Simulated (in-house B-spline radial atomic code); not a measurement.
The numbers below are computed, except where a source is named.
**Ta in an electron gas of r_s = 1.65: phase shifts, screening and friction**

A nucleus sits in a uniform electron gas with a rigid positive background. The Kohn-Sham equations are solved self-consistently in the spin-unpolarised LDA (PW92), non-relativistic, on B-splines with outgoing waves at the boundary and partial waves to l = 8. The model has no lattice, no bands and no magnetic solution. Atomic units; δ_l are the phase shifts at the Fermi level, counted so that each bound state adds π, and good to about 0.0005. Heavy atoms are models without relativity.

The density parameter is r_s = 1.65 bohr.

| l | δ_l (rad) |
| --- | --- |
| 0 | 14.4298 |
| 1 | 11.9586 |
| 2 | 8.1660 |
| 3 | 3.2943 |
| 4 | 0.0365 |
| 5 | 0.0086 |
| 6 | 0.0020 |
| 7 | 0.0003 |
| 8 | -0.0001 |

Bound levels below the band bottom (hartree): p -12.89, d -7.431, s -1.444, p -0.6291, f -0.3715 and deeper ones.

(1) Check the Friedel sum rule, and say where the screening charge sits.

(2) Find the transport cross section and the electronic stopping of a 10 keV Ta ion (mass 180.95 u).

Answers

(1) k_F = (9π/4)^(1/3)/r_s = 1.16313. The rule is Z = (2/π) Σ (2l + 1) δ_l. The terms are s 9.186, p 22.839, d 25.993, f 14.681 and 0.288 beyond, in all 72.987 against Z = 73. Bound states hold 10 s, 24 p, 20 d and 14 f electrons, so the scattering states carry 4.99 in all; where a term is smaller than its bound count, the bound level has drawn weight out of the band.

(2) σ_tr = (4π/k_F²) Σ (l + 1) sin²(δ_l − δ_(l+1)). The terms for l = 0 to 3 are 0.3860, 0.7344, 2.9245, 0.0538, all together 4.1029, so σ_tr = 9.289 × 4.1029 = 38.111 bohr². With n = 3/(4π r_s³) = 0.05314, the friction coefficient is Q = n k_F σ_tr = 2.3558. For v well below v_F = 1.163, dE/dx = Q v; with 24801 eV per u at v = 1, v = √(10000/(24801 × 180.95)) = 0.0472, so dE/dx = 0.11120 hartree/bohr = 57.2 eV/nm. The largest term couples the d and f waves.
